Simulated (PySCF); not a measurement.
**Ionisation energy of P²⁺ by level of theory**

P²⁺ [Ne] 3s2 3p1 (2P) → P³⁺ [Ne] 3s2 (1S), as a difference of total energies. Computed with PySCF 2.14 in dyall-av3z (19s12p3d2f, 84 functions), with scalar relativity by spin-free X2C-1e. Correlated levels: valence: [Ne] frozen; virtual orbitals above 40 to 60 times the deepest correlated orbital energy dropped. The calculations carry no spin-orbit coupling.

```csv
method,ionisation energy (eV),plus first-order spin-orbit estimate,error of that sum (eV)
UHF,29.573,29.614,-0.589
LDA,30.193,30.234,+0.031
PBE,30.230,30.271,+0.068
PBE0,30.251,30.292,+0.089
r2SCAN,30.357,30.398,+0.195
B3LYP,30.268,30.310,+0.107
LC-wPBE,30.417,30.458,+0.255
TPSSh,30.356,30.397,+0.194
CAM-B3LYP,30.259,30.300,+0.097
MP2 (valence),29.870,29.912,-0.291
SCS-MP2 (valence),29.859,29.901,-0.302
```

Reference: 30.203 eV (measured; NIST Atomic Spectra Database, ionization energies).

A first-order spin-orbit estimate (lowest level to lowest level, LS coupling) adds 0.041 eV.

Errors of the correlated levels include the incompleteness of this basis and the frozen core.
